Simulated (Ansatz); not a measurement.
`O[SiH](Cl)Br` + H₂O → `O[SiH](O)Br` + HCl at 500 K and 1 bar (formal hydrolysis of the Si–Cl bond).

Gas-phase electronic energies from Ansatz, PBE0-D4/def2-TZVP geometries. CBS: MP2 limit from def2 TZ/QZ plus the TZ coupled-cluster correction, frozen cores. This one scheme is used for every species. For Br outer-core shells are correlated without core-valence functions, which leaves a few kJ/mol of doubt a bond. Scalar relativity is left out up to krypton. Each species was taken in one conformer, which may not be the lowest.

```csv
species,CCSD(T)/CBS energy (Eh),H − E (kJ/mol),S (J/(mol·K))
`O[SiH](Cl)Br`,-3398.70645,105.0,380.5
H₂O,-76.37941,73.2,206.3
`O[SiH](O)Br`,-3014.70788,140.4,382.5
HCl,-460.38127,32.5,201.9
```

H − E and S are ideal-gas, rigid-rotor, harmonic terms from PBE0-D4/def2-TZVP, for one conformer and one mirror image of each species. 1 Eh = 2625.50 kJ/mol, R = 8.31446 J/(mol·K).

Q: By hand: ΔE, ΔH, ΔS and ΔG.

A: ΔE = (-3014.70788) + (-460.38127) − (-3398.70645) − (-76.37941) = -0.00329 Eh = -8.6 kJ/mol. Δ(H − E) = 140.4 + 32.5 − 105.0 − 73.2 = -5.3, so ΔH = -13.9 kJ/mol. ΔS = 382.5 + 201.9 − 380.5 − 206.3 = -2.4 J/(mol·K). ΔG = -13.9 − 500 × (-2.4)/1000 = -12.7 kJ/mol.

Q: By hand: the equilibrium constant, and the temperature at which ΔG would vanish if ΔH and ΔS stayed fixed.

A: log₁₀ K = −ΔG/(RT ln 10) = 1.3. ΔG = 0 at ΔH/ΔS = 5792 K, far beyond where these terms or the molecules hold.

The number of gas molecules stays the same, so ΔS is small and ΔH decides. A doubt of 5 kJ/mol in ΔE shifts log₁₀ K by 0.5 here. Other conformers and mirror images would add mixing entropy, several J/(mol·K) or more a flexible species. These are equilibria of isolated gas molecules and say nothing of rates. Largest T1 diagnostic: 0.010 (customary marks: 0.02 for closed shells, 0.045 for open ones).
